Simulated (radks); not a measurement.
The praseodymium ion Pr39+, configuration [Ar] 3d2. Calculated with a radial shooting solver on a logarithmic mesh with Libxc functionals: Dirac Kohn-Sham, PBE, spin-unpolarised, spherical densities, finite nucleus; open shells fill j = l - 1/2 first; Fermi nuclear charge, rms radius 4.8919 fm. Some entries of the table are withheld. Estimate them.

| orbital | occ. | eigenvalue (eV) | <1/r> (bohr^-1) | <r> (bohr) |
|---|---|---|---|---|
| 1s1/2 | 2 | -43920.11 | 64.69 | (1) |
| 2s1/2 | 2 | -8809.522 | 15.41 | 0.1018 |
| 2p1/2 | 2 | -8459.882 | (2) | 0.08535 |
| 2p3/2 | 4 | -7970.842 | (3) | 0.09148 |
| 3s1/2 | 2 | (4) | 6.011 | 0.2537 |
| 3p1/2 | 2 | (5) | 5.940 | 0.2412 |
| 3p3/2 | 4 | (6) | 5.558 | 0.2511 |
| 3d3/2 | 2 | -2783.378 | 5.435 | 0.2187 |
| 3d5/2 | 0 | -2756.376 | 5.338 | 0.2218 |

Answer. 
(1) 1s1/2 <r> (bohr): 0.02409
(2) 2p1/2 <1/r> (bohr^-1): 15.36
(3) 2p3/2 <1/r> (bohr^-1): 13.87
(4) 3s1/2 eigenvalue (eV): -3242.435
(5) 3p1/2 eigenvalue (eV): -3107.126
(6) 3p3/2 eigenvalue (eV): -2991.269
